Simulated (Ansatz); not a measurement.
The multiplicity is imposed and other spin states were not computed.

All values below come from frozen-core CCSD(T)/def2-TZVPP // r2SCAN-D4/def2-SVP (Ansatz, a first-principles code).

Ansatz 0.2 input:
```yaml
crystal:
  periodic: [false, false, false]
  atoms:
    - { symbol: Ag, position_ang: [0.04569, 0.223372, 0.119419] }
    - { symbol: N, position_ang: [0.616284, 3.013518, 1.611089] }
    - { symbol: C, position_ang: [0.408743, 1.998632, 1.068511] }
    - { symbol: H, position_ang: [0.794891, 3.88695, 2.078043] }
    - { symbol: H, position_ang: [-0.24388, -1.192514, -0.637545] }
basis:
  gaussian: { orbitals: def2-TZVPP }
correlation:
  method: ccsd_t
```

Output:

```
Functional definition: HF
943 factors; integrals over basis functions are off by at most 1.1e-3 eV
mean field evaluation 1: about -6516.2028 eV, gradient 3.6e1 eV
mean field evaluation 2: about -6516.5265 eV, gradient 3.6e1 eV
mean field evaluation 4: about -6519.0510 eV, gradient 2.9e0 eV
mean field evaluation 8: about -6519.0932 eV, gradient 4.0e-1 eV
mean field evaluation 16: about -6516.2040 eV, gradient 3.6e1 eV
mean field -6519.09367962 eV, -239.5722739258 hartree, gradient 8.8e-6 eV, S^2 0.000000; 0 other end points of the search recorded, 0 dependent functions left out
2 core orbitals not correlated
reference -6519.09367962 eV, -239.5722739258 hartree; 15, 15 occupied and 129, 129 virtual orbitals, 943 factors
second order -28.82852186 eV of doubles, -0.00000000 eV of singles
cycle   1  -26.93395776 eV  change     1.9e0 eV  update   1.5e-1
cycle   2  -27.74834302 eV  change   -8.1e-1 eV  update   6.0e-2
cycle   3  -27.95374971 eV  change   -2.1e-1 eV  update   2.7e-2
cycle   4  -27.94127482 eV  change    1.2e-2 eV  update   1.1e-2
cycle   5  -27.91719923 eV  change    2.4e-2 eV  update   3.8e-3
cycle   6  -27.92054964 eV  change   -3.4e-3 eV  update   1.4e-3
cycle   7  -27.92176884 eV  change   -1.2e-3 eV  update   4.5e-4
cycle   8  -27.92130855 eV  change    4.6e-4 eV  update   2.0e-4
cycle   9  -27.92115268 eV  change    1.6e-4 eV  update   6.4e-5
cycle  10  -27.92124808 eV  change   -9.5e-5 eV  update   2.8e-5
cycle  11  -27.92119364 eV  change    5.4e-5 eV  update   1.2e-5
cycle  12  -27.92117592 eV  change    1.8e-5 eV  update   4.6e-6
perturbative correction -1.14636464 eV, -0.0421281236 hartree
Total energy: -6548.16122018 eV, -240.6404863387 hartree
```

Cost: about 21 core-seconds (a rough figure).
